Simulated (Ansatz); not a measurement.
Mulliken charges of C3H5NSe (`[SeH]C1CC=N1`) from r2SCAN/def2-TZVPP in Ansatz (PBE0-D4/def2-TZVP geometry).

```tsv
atom	x (Å)	y (Å)	z (Å)	charge (e)
Se1	-1.821	1.053	0.683	-0.101
C2	-0.511	0.067	-0.367	0.117
C3	0.380	-0.872	0.477	-0.104
C4	1.432	0.023	-0.095	0.044
N5	0.695	0.825	-0.768	-0.265
H6	-2.241	1.911	-0.432	0.049
H7	-1.011	-0.390	-1.220	0.065
H8	0.245	-0.806	1.559	0.059
H9	0.398	-1.923	0.179	0.054
H10	2.517	0.060	-0.013	0.082
```

Task: By hand: the dipole of these point charges (1 e Å = 4.8032 D).

Result: Σ q r = (0.030, -0.304, 0.038) e Å, of length 0.308 e Å = 1.48 D.

Task: How does the dipole of the full density compare? (An estimate is asked.)

Result: Ansatz gave: (0.138, -0.449, 0.061) e Å, 2.28 D; the point charges give 0.65 times that, at 11° from its direction.

Point charges leave out the atoms' own dipoles, such as those of lone pairs, and Mulliken's split depends on the basis, so the two needn't agree.
